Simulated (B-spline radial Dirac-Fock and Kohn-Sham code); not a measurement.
## Subshell cross sections of Mg²⁺, photon energy 3460 eV

System: Mg²⁺, [He] 2s2 2p6.

Input file task.json (cfg lists n, l and occupation; rrms is the nuclear radius in fm):

```json
{"items": [{
  "Z": 12,
  "q": 2,
  "cfg": [[1, 0, 2], [2, 0, 2], [2, 1, 6]],
  "A": 24,
  "rrms": 3.057,
  "do": ["binding", "quiet", "photo", "scan"],
  "hv": [52.6, 60, 93.0, 118.0, 300, 600, 1550.0, 2000, 3460.0, 4000, 5414.7, 15000, 53600.0, 59318.2, 99100.0, 133000.0]
}]}
```

Command: `python xray_run.py task.json out`

The computed values come from an atomic code on a B-spline grid: Dirac-Hartree-Slater photoionisation with all multipoles and Dirac-Fock thresholds. The asymmetry parameter β is from the dipole term alone. Kinetic energies are from the vacuum level.

```
subshell  electrons  binding (eV)  kinetic (eV)  σ (kb)     β
      1s          2        1334.0        2126.0    17.1  2.00
      2s          2         119.6        3340.4   0.947  2.00
   2p1/2          2         78.79        3381.2  0.0816  0.51
   2p3/2          4         78.52        3381.5   0.159  0.50
```

Branching ratios of the spin-orbit partners (statistical value in brackets): 2p 1.95 (2.00).
